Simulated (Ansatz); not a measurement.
Species: TaOF2, net charge 0, doublet state. SMILES of the parent species: [O]=[Ta]([F])[F]
Geometry: optimised at B3LYP-D3(BJ)/def2-TZVP (Ansatz, a program for electronic structure).

Wanted: size of the dipole moment, in D. Set-up: def2 sets with scalar-relativistic core potentials past Kr; UHF or UKS for open shells; spin-orbit terms left out; LANL2DZ with its own core potentials from Na on; six Cartesian d functions in 6-31G* and its kin unless marked 5d; no dispersion term unless named. First-principles rows: single points at B3LYP-D3(BJ) geometries (Ansatz). The spin state of an ion or metal species was assumed, not searched.

| level | program | size of the dipole moment (D) |
|---|---|---|
| SVWN5/6-31G* with LANL2DZ past Ar | Ansatz | 1.77 |
| PBE/LANL2DZ | Ansatz | 1.65 |
| PBE/def2-SVP | Ansatz | 1.82 |
| PBE/6-31G* with LANL2DZ past Ar | Ansatz | 1.77 |
| BLYP/6-31G* with LANL2DZ past Ar | Ansatz | 1.77 |
| B3LYP/LANL2DZ | Ansatz | 1.76 |
| B3LYP/def2-SVP | Ansatz | 1.95 |
| B3LYP/6-31G* with LANL2DZ past Ar | Ansatz | 1.90 |
| PBE0/6-31G* with LANL2DZ past Ar | Ansatz | 1.93 |

No value to compare with is used here. The 9 habitual levels span 1.65 (PBE/LANL2DZ) to 1.95 D (B3LYP/def2-SVP).

The levels are drawn from those run, B3LYP/6-31G* more often than the rest, none by its result; runs whose electronic state is in doubt are left out.
